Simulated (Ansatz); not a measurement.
Frontier orbitals of CH₅ClMoN₂O (`C[N]=[Mo]([NH2])(=[O])[Cl]`).

Charge 0, multiplicity 1. Correlated methods include outer-core shells of Mo, which these sets cover unevenly. Mo takes the def2 core potential. The structure was optimised at the PBE0-D4/def2-TZVP level. It is one conformer, not always the lowest. Basis def2-TZVPP, the Gaussian-basis code of Ansatz.

Orbital energies of one run (eV). Highest occupied ones, from the top: -7.31, -7.57, -8.21, -8.55, -8.95, -9.93, -10.19, -10.50, -10.84, -11.89, -12.42, -12.51, -12.66, -14.07. Empty: -2.21, -1.97, -1.30, -0.75, -0.21, 0.14.

(1) Which functional gave them?
A. LC-ωPBE
B. HSE06 (plane-wave form)
C. r2SCAN
D. r2SCAN0

Results:

(1) B. HOMO energies: HSE06 -7.31, LC-ωPBE -10.39, r2SCAN -6.64, r2SCAN0 -7.91 eV.

LC-ωPBE has ω = 0.4 bohr⁻¹.
